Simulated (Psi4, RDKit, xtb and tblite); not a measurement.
Two geometries of SMILES CS[SiH2][SiH2]c1cccs1 (C5H10S2Si2), relaxed at GFN2-xTB with one dihedral held; other torsions can differ between them too.

Structure A

```
19

C      3.5114    -0.7639    -1.3633
S      3.4537    -0.0697     0.3174
Si     1.4986    -0.6972     0.9911
Si     1.7666    -2.0166     2.8690
C      0.0448    -2.4590     3.4590
C     -1.1701    -2.1404     2.9239
C     -2.2658    -2.6508     3.6510
C     -1.8745    -3.3587     4.7417
S     -0.1652    -3.4102     4.8932
H      3.4075    -1.8432    -1.3182
H      4.4815    -0.5011    -1.7715
H      2.7234    -0.3263    -1.9676
H      0.7383     0.5470     1.1258
H      0.9393    -1.3746    -0.1822
H      2.4686    -1.3504     3.9746
H      2.4852    -3.2782     2.6203
H     -1.2731    -1.5523     2.0280
H     -3.2940    -2.4976     3.3751
H     -2.4844    -3.8556     5.4699
```

Structure B

```
19

C     -3.5432    -0.9927    -1.2585
S     -3.5231    -0.2499     0.4002
Si    -1.4944    -0.6432     1.0054
Si    -0.9004     1.0714     2.4272
C      0.8115     0.6543     3.0615
C      1.6335    -0.3888     2.7453
C      2.8658    -0.3738     3.4318
C      2.9738     0.6880     4.2713
S      1.5735     1.6806     4.2326
H     -3.3366    -2.0558    -1.1861
H     -4.5385    -0.8339    -1.6596
H     -2.8054    -0.5019    -1.8850
H     -0.7577    -0.6869    -0.2633
H     -1.4817    -2.0277     1.4916
H     -0.8217     2.3876     1.7741
H     -1.7860     1.2299     3.5883
H      1.3583    -1.1497     2.0351
H      3.6328    -1.1172     3.3063
H      3.7906     0.9516     4.9136
```

### Question
Which is lower in energy at the level B3LYP-D3(BJ)/def2-SVP // GFN2-xTB in Psi4, and by how much?

### Answer
B is lower, by 0.63 kcal/mol (dihedral C1–S2–Si3–Si4: 120° in A, 150° in B).

E(B) − E(A) in kcal/mol at the other levels, on the same two geometries: GFN2-xTB (xtb and tblite) -0.80; MMFF94 // GFN2-xTB (RDKit) -0.01; B3LYP/def2-SVP // GFN2-xTB (Psi4) -0.58.
